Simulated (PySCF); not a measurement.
Isomers of C5H13N3Si, mass 143.088 u with the commonest isotopes. The calculation used PBE0/pcSseg-1 in PySCF (dipole) on a GFN2-xTB geometry, gas phase. One conformer each, none proved a minimum here; rigid rotors.

Task: Order these by rotational constant A, smallest first.
A. `[CH2:1]=[N:2][CH2:3][Si@:4]1([NH2:5])[CH2:6][CH2:7][N:8]1[CH3:9]` with C1–N2–C3–Si4 -107°, N2–C3–Si4–N5 -26°, C3–Si4–N5–H -6° and -166°
B. `[CH:1]#[C:2][SiH2:3][NH:4][CH:5]([CH2:6][NH2:7])[CH2:8][NH2:9]` with C2–Si3–N4–C5 -172°, Si3–N4–C5–C6 132°, N4–C5–C6–N7 -174°, C5–C6–N7–H 60° and 179°, N4–C5–C8–N9 71°
C. `[CH3:1]/[N:2]=[CH:3]\[C@@H:4]1[CH2:5][CH2:6][Si:7]1([NH2:8])[NH2:9]` with N2–C3–C4–C5 -176°, C6–Si7–N8–H -62° and 79°, C6–Si7–N9–H 22° and -122°

Result: C (1785 MHz), A (2111 MHz), B (2156 MHz).

Task: Order these by rotational constant B, smallest first.
A. `[CH2:1]=[N:2][CH2:3][Si@:4]1([NH2:5])[CH2:6][CH2:7][N:8]1[CH3:9]` with C1–N2–C3–Si4 -107°, N2–C3–Si4–N5 -26°, C3–Si4–N5–H -6° and -166°
B. `[CH3:1]/[N:2]=[CH:3]\[C@@H:4]1[CH2:5][CH2:6][Si:7]1([NH2:8])[NH2:9]` with N2–C3–C4–C5 -176°, C6–Si7–N8–H -62° and 79°, C6–Si7–N9–H 22° and -122°
C. `[CH:1]#[C:2][SiH2:3][NH:4][CH:5]([CH2:6][NH2:7])[CH2:8][NH2:9]` with C2–Si3–N4–C5 -172°, Si3–N4–C5–C6 132°, N4–C5–C6–N7 -174°, C5–C6–N7–H 60° and 179°, N4–C5–C8–N9 71°

Result: C (657.6 MHz), A (965.9 MHz), B (1156 MHz).

Task: Order these by out-of-plane moment Σ m c² = (Ia + Ib − Ic)/2, largest first.
A. `[CH:1]#[C:2][SiH2:3][NH:4][CH:5]([CH2:6][NH2:7])[CH2:8][NH2:9]` with C2–Si3–N4–C5 -172°, Si3–N4–C5–C6 132°, N4–C5–C6–N7 -174°, C5–C6–N7–H 60° and 179°, N4–C5–C8–N9 71°
B. `[CH2:1]=[N:2][CH2:3][Si@:4]1([NH2:5])[CH2:6][CH2:7][N:8]1[CH3:9]` with C1–N2–C3–Si4 -107°, N2–C3–Si4–N5 -26°, C3–Si4–N5–H -6° and -166°
C. `[CH3:1]/[N:2]=[CH:3]\[C@@H:4]1[CH2:5][CH2:6][Si:7]1([NH2:8])[NH2:9]` with N2–C3–C4–C5 -176°, C6–Si7–N8–H -62° and 79°, C6–Si7–N9–H 22° and -122°

Result: C (80.79 u·Å²), B (79.85 u·Å²), A (46.49 u·Å²).

```csv
SMILES,point group,Ia (u·Å²),Ib (u·Å²),Ic (u·Å²),κ,μa (D),μb (D),μc (D)
C=NC[Si@]1(N)CCN1C,C1,239.38,523.23,602.91,-0.80,0.17,0.52,0.12
C#C[SiH2]NC(CN)CN,C1,234.42,768.50,909.92,-0.87,0.01,1.08,1.28
C/N=C\[C@@H]1CC[Si]1(N)N,C1,283.05,437.32,558.79,-0.43,3.81,1.07,0.27
```
